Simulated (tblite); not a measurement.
Record of a relaxation.

Species: C6H13BNPSi.
Numbering: `[BH3-:1][P@+:2]1([CH2:3][C:4]#[N:5])[CH2:6][CH2:7][CH:8]=[C:9]1[SiH3:10]` (hydrogens: H11, H12, H13 on B1; H14, H15 on C3; H16, H17 on C6; H18, H19 on C7; H20 on C8; H21, H22, H23 on Si10)
Bond orders are those of one Lewis drawing.

Computed with GFN2-xTB (tblite), gas phase: L-BFGS steps from a force-field or distance-geometry start until the largest atomic force falls under 0.01 eV/Å. 4 of its 195 geometries are shown.

Step 0: E = -756.9243 eV, largest atomic force 2.315 eV/Å
```
atom  x, y, z in Å  |  force x, y, z in eV/Å
B1     -1.029   -1.697   -1.400   -0.559  -0.614  -0.367
P2     -0.632   -0.363   -0.120   -0.283  -1.590  -1.658
C3     -1.094   -0.875    1.573   -0.302   0.859   1.333
C4     -0.734    0.177    2.524    0.322   0.602   1.089
N5     -0.440    0.990    3.299   -0.538  -1.410  -1.579
C6     -1.285    1.257   -0.569   -0.400   1.192   0.520
C7     -0.081    2.228   -0.574    0.205   0.409   0.145
C8      1.202    1.441   -0.434   -0.632   0.031   0.049
C9      1.065    0.136   -0.192    0.171   0.880   0.537
Si10    2.470   -1.014    0.086    1.096  -0.835   0.206
H11    -0.537   -2.727   -1.081    0.211  -0.099   0.317
H12    -0.619   -1.362   -2.459    0.198   0.389  -0.046
H13    -2.224   -1.829   -1.454    0.007   0.193   0.196
H14    -0.578   -1.816    1.829   -0.152   0.298  -0.130
H15    -2.203   -1.026    1.610    0.701   0.014  -0.092
H16    -2.057    1.582    0.173    0.355  -0.111  -0.658
H17    -1.727    1.206   -1.578    0.017  -0.141   0.453
H18    -0.160    2.921    0.289    0.119  -0.112  -0.454
H19    -0.062    2.816   -1.506   -0.003  -0.060   0.386
H20     2.173    1.917   -0.487   -0.268   0.108  -0.168
H21     3.316   -1.036   -1.117   -0.064   0.029   0.104
H22     1.959   -2.360    0.357    0.006   0.047   0.040
H23     3.271   -0.539    1.243   -0.208  -0.078  -0.223
```

Step 65: E = -757.3211 eV, largest atomic force 0.038 eV/Å
```
atom  x, y, z in Å  |  force x, y, z in eV/Å
B1     -1.145   -1.848   -1.491    0.005   0.020   0.017
P2     -0.624   -0.445   -0.295    0.014  -0.024  -0.026
C3     -1.018   -0.809    1.497   -0.008  -0.006  -0.003
C4     -0.663    0.301    2.323   -0.010   0.006   0.024
N5     -0.374    1.211    2.953    0.003   0.015  -0.005
C6     -1.280    1.266   -0.573    0.004  -0.019   0.011
C7     -0.102    2.244   -0.442    0.002  -0.011  -0.008
C8      1.158    1.457   -0.261    0.003   0.008  -0.002
C9      1.089    0.132   -0.155   -0.013  -0.002   0.013
Si10    2.521   -1.062    0.114   -0.011   0.013  -0.012
H11    -0.582   -2.824   -1.102    0.000   0.014  -0.002
H12    -0.783   -1.472   -2.562   -0.003  -0.015   0.003
H13    -2.332   -1.908   -1.381    0.007   0.005   0.000
H14    -0.444   -1.695    1.782   -0.001  -0.008   0.003
H15    -2.085   -1.031    1.580   -0.019   0.003  -0.007
H16    -2.081    1.488    0.134   -0.012   0.016   0.003
H17    -1.707    1.287   -1.578    0.016   0.000   0.008
H18    -0.228    2.905    0.420   -0.005  -0.022  -0.007
H19    -0.019    2.880   -1.327   -0.001   0.012   0.009
H20     2.091    1.998   -0.202   -0.006   0.022  -0.002
H21     3.320   -1.107   -1.108    0.027  -0.018  -0.018
H22     1.976   -2.380    0.440   -0.005  -0.015  -0.003
H23     3.310   -0.561    1.241    0.013   0.003   0.001
```

Step 129: E = -757.3298 eV, largest atomic force 0.018 eV/Å
```
atom  x, y, z in Å  |  force x, y, z in eV/Å
B1     -1.107   -1.895   -1.434   -0.002   0.001  -0.008
P2     -0.606   -0.439   -0.299   -0.010   0.009   0.012
C3     -1.060   -0.762    1.486   -0.006   0.003   0.002
C4     -0.757    0.359    2.318    0.004   0.010  -0.012
N5     -0.511    1.279    2.953    0.002  -0.004   0.002
C6     -1.245    1.267   -0.629   -0.010  -0.008  -0.001
C7     -0.105    2.251   -0.330   -0.007  -0.013   0.000
C8      1.165    1.472   -0.185   -0.002  -0.005   0.000
C9      1.106    0.142   -0.138    0.003  -0.007  -0.004
Si10    2.535   -1.078    0.000    0.002  -0.004  -0.003
H11    -0.578   -2.853   -0.959   -0.002   0.008  -0.002
H12    -0.698   -1.605   -2.514   -0.001   0.007  -0.004
H13    -2.298   -1.926   -1.366    0.001  -0.005  -0.002
H14    -0.496   -1.642    1.810   -0.006  -0.001   0.005
H15    -2.130   -0.989    1.523   -0.002  -0.011  -0.004
H16    -2.144    1.476   -0.047    0.014  -0.008   0.003
H17    -1.521    1.294   -1.687    0.013   0.009   0.007
H18    -0.289    2.790    0.604    0.006   0.003   0.005
H19    -0.006    2.998   -1.121    0.000   0.000  -0.002
H20     2.091    2.021   -0.097    0.000   0.002  -0.009
H21     3.133   -1.247   -1.324   -0.002  -0.002   0.008
H22     2.007   -2.350    0.498    0.005   0.004   0.012
H23     3.509   -0.535    0.949   -0.001   0.011  -0.008
```

Step 194: E = -757.3483 eV, largest atomic force 0.008 eV/Å
```
atom  x, y, z in Å  |  force x, y, z in eV/Å
B1     -1.054   -1.845   -1.523    0.002  -0.001   0.000
P2     -0.602   -0.433   -0.316    0.003  -0.001   0.003
C3     -1.099   -0.808    1.448    0.001  -0.002   0.005
C4     -0.808    0.290    2.313   -0.001  -0.001  -0.001
N5     -0.569    1.192    2.976    0.001  -0.002  -0.003
C6     -1.241    1.281   -0.606   -0.002   0.006   0.001
C7     -0.100    2.257   -0.287    0.001   0.000   0.001
C8      1.167    1.474   -0.145    0.002  -0.002  -0.007
C9      1.106    0.144   -0.113    0.001   0.001  -0.003
Si10    2.525   -1.081    0.044   -0.002   0.002   0.000
H11    -0.498   -2.807   -1.089   -0.002  -0.002   0.001
H12    -0.640   -1.486   -2.581    0.001   0.000   0.001
H13    -2.244   -1.918   -1.475    0.000   0.000  -0.001
H14    -0.548   -1.699    1.762   -0.002  -0.002   0.000
H15    -2.171   -1.032    1.454    0.003   0.003  -0.002
H16    -2.136    1.475   -0.012   -0.005   0.003   0.003
H17    -1.522    1.335   -1.661    0.004   0.002  -0.002
H18    -0.286    2.786    0.652   -0.001  -0.003  -0.001
H19     0.005    3.014   -1.069   -0.001  -0.004   0.001
H20     2.095    2.020   -0.049   -0.001   0.001   0.004
H21     2.573   -1.905   -1.161    0.000   0.001   0.003
H22     2.282   -1.916    1.227    0.000   0.001  -0.001
H23     3.759   -0.313    0.218   -0.003   0.001  -0.001
```

**Question.** Summarise the path.

**Answer.** The energy falls by 9.78 kcal/mol from step 0 to step 194; nine tenths of that is first reached at step 25. It rises by more than 0.2 meV at step 143. The largest force goes from 2.315 to 0.008 eV/Å. Among the bonds P2–C6 changes most, from 1.803 to 1.851 Å; the atoms move by 0.468 Å rms after alignment.

The cost below is that of the whole relaxation. The run took 1.9 s wall on an Arm Neoverse V2 with one thread, on a shared host.
